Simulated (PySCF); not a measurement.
## Computed structure and properties of [Bi(OH)4]−

System: [Bi(OH)4]− (singlet); start: displaced along the imaginary mode (C2). Method: PySCF 2.14.0, RKS PBE0, Bi def2-SVP with ECP60, O def2-SVP, H def2-SVP; non-relativistic Hamiltonian with scalar-relativistic core potentials where named; density fitting; no spin-orbit coupling.

Input of the relaxation:

```python
mol = gto.M(atom='''
Bi    -0.00000     0.00000     0.03629
O      1.18977     1.67374     1.02949
H      2.11888     1.39287     1.05430
O     -1.18977    -1.67374     1.02949
H     -2.11888    -1.39287     1.05430
O      1.47186    -1.06644    -1.24474
H      1.08689    -1.94420    -1.40033
O     -1.47186     1.06644    -1.24474
H     -1.08689     1.94420    -1.40033''',
    basis={'Bi': 'def2-SVP', 'O': 'def2-SVP', 'H': 'def2-SVP'},
    ecp={'Bi': 'def2-SVP'},
    charge=-1, spin=0)
mf = dft.RKS(mol, xc='PBE0')
mf.grids.atom_grid = (50, 194)
mf = mf.density_fit()  # fitting sets: Bi def2-universal-JKFIT, O def2-universal-JKFIT, H def2-universal-JKFIT
mf.conv_tol = 1e-08; mf.max_cycle = 55
mf.kernel(dm0)  # dm0: converged density of the start geometry
# quasi-Newton relaxation in Cartesian coordinates to a largest gradient under 0.00045 Eh/bohr, steps kept in the point group
```

Run from Python with OMP_NUM_THREADS=2; the lines above give its settings. Where DIIS fails, smearing, a level shift and second-order steps follow.
It took 110 s on 2 threads of Arm Neoverse V1, with other jobs on the host, from the converged density of the start.

Course of the relaxation:

```json
{"step": "0", "energy above end (eV)": "1.3004", "largest force component within the symmetry (eV/Å)": "0.236"}
{"step": "1", "energy above end (eV)": "1.2746", "largest force component within the symmetry (eV/Å)": "0.129"}
{"step": "2", "energy above end (eV)": "1.1291", "largest force component within the symmetry (eV/Å)": "0.630"}
{"step": "3", "energy above end (eV)": "1.0025", "largest force component within the symmetry (eV/Å)": "0.697"}
{"step": "4", "energy above end (eV)": "0.8530", "largest force component within the symmetry (eV/Å)": "1.015"}
{"step": "5", "energy above end (eV)": "0.7454", "largest force component within the symmetry (eV/Å)": "1.033"}
{"step": "6", "energy above end (eV)": "0.5958", "largest force component within the symmetry (eV/Å)": "1.049"}
{"step": "7", "energy above end (eV)": "0.4794", "largest force component within the symmetry (eV/Å)": "1.045"}
{"step": "25", "energy above end (eV)": "0.0014", "largest force component within the symmetry (eV/Å)": "0.034"}
{"step": "26", "energy above end (eV)": "0.0007", "largest force component within the symmetry (eV/Å)": "0.026"}
{"step": "27", "energy above end (eV)": "0.0004", "largest force component within the symmetry (eV/Å)": "0.025"}
{"step": "28", "energy above end (eV)": "0.0002", "largest force component within the symmetry (eV/Å)": "0.016"}
{"step": "29", "energy above end (eV)": "0.0000", "largest force component within the symmetry (eV/Å)": "0.010"}
{"step": "30", "energy above end (eV)": "0.0000", "largest force component within the symmetry (eV/Å)": "0.005"}
```
(The steps between are left out.)

Relaxed geometry (C2):

```xyz
9

Bi    0.0000    0.0000    0.9494
O     1.2170    1.7413    0.2848
H     1.7397    1.3005   -0.3998
O    -1.2170   -1.7413    0.2848
H    -1.7397   -1.3005   -0.3998
O     1.3695   -1.0266   -0.3317
H     0.7377   -1.7261   -0.5712
O    -1.3695    1.0266   -0.3317
H    -0.7377    1.7261   -0.5712
```

```json
{"contact": "Bi1–O2 (OH)", "Å": "2.226"}
{"contact": "Bi1–O4 (OH)", "Å": "2.226"}
{"contact": "Bi1–O6 (OH)", "Å": "2.138"}
{"contact": "Bi1–O8 (OH)", "Å": "2.138"}
```

On the finer grid (75, 302):

```json
{
  "HOMO": "-1.73 eV",
  "LUMO": "4.91 eV",
  "Dipole about the centre of mass": "3.08 D",
  "Set of Mulliken populations of Bi1 outside the core potential": "s 3.85, p 7.97, d 10.29",
  "D3(BJ) dispersion energy (not in the energies)": "-0.165 eV"
}
```

| atom | Mulliken (e) | Löwdin (e) | spin (e) |
| --- | --- | --- | --- |
| Bi1 | 0.89 | 0.75 | 0.00 |
| O2 | -0.63 | -0.47 | 0.00 |
| H3 | 0.14 | 0.02 | 0.00 |
| O4 | -0.63 | -0.47 | 0.00 |
| H5 | 0.14 | 0.02 | 0.00 |
| O6 | -0.59 | -0.43 | 0.00 |
| H7 | 0.14 | 0.01 | 0.00 |
| O8 | -0.59 | -0.43 | 0.00 |
| H9 | 0.14 | 0.01 | 0.00 |

On the grid (50, 194), as all that follows. Harmonic modes: a minimum; lowest 86 cm⁻¹ (negative: unstable), highest 3829 cm⁻¹, zero-point energy 1.463 eV.

Taking off one OH (charge -1, singlet; the rest: singlet) in vacuum, both parts rigid, costs 4.83 eV; the small basis without counterpoise inflates it.

Rigid scan of OH along the line from its metal:

```csv
distance to O2 (Å),energy (eV)
1.93,0.832
2.03,0.313
2.13,0.067
2.23,0.000
2.33,0.050
2.43,0.174
2.63,0.535
2.93,1.152
3.33,1.898
3.83,2.625
```

One start shape was tried, so this needn't be the lowest isomer.
